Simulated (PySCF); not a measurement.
# Shieldings and the share of exact exchange

Molecule: `[BH2-]([O+](C)C)C[SiH3]`, C3H13BOSi.

Mapped SMILES: `[CH3:1][O+:2]([CH3:3])[BH2-:4][CH2:5][SiH3:6]`. Each H is labelled by its parent atom.

GIAO shieldings (ppm, equivalent atoms averaged) in PySCF on the PBE0-D3(BJ)/def2-SVP geometry, basis pcSseg-1, gas phase, non-relativistic:

```csv
functional,exact exchange (%),σ(C1/C3),σ(O2),σ(B4),σ(Si6)
BLYP,0,109.5,301.7,81.4,397.5
BP86,0,113.9,307.1,84.9,406.7
PBE,0,114.5,306.5,84.5,408.4
B3LYP,20,114.9,314.2,86.4,408.3
PBE0,25,120.8,321.0,90.4,421.1
BHandHLYP,50,122.0,329.9,92.8,424.3
HF,100,133.3,350.9,103.9,452.7
```

Q: Fit each shielding as a line in the percentage of exact exchange.

A: σ(C1/C3) = 112.7 + 0.20 x (rms 2.0 ppm); σ(O2) = 305.9 + 0.46 x (rms 2.2 ppm); σ(B4) = 83.6 + 0.20 x (rms 1.3 ppm); σ(Si6) = 403.7 + 0.48 x (rms 4.4 ppm). The functionals also differ in their semilocal parts, which the line can't hold; Hartree–Fock has no correlation at all.

Q: What does the line predict for mPW1PW91 (25 %), and what does the run give?

A: σ(C1/C3): 117.7 predicted, 120.0 computed; σ(O2): 317.4 predicted, 320.1 computed; σ(B4): 88.6 predicted, 90.6 computed; σ(Si6): 415.7 predicted, 418.5 computed ppm.
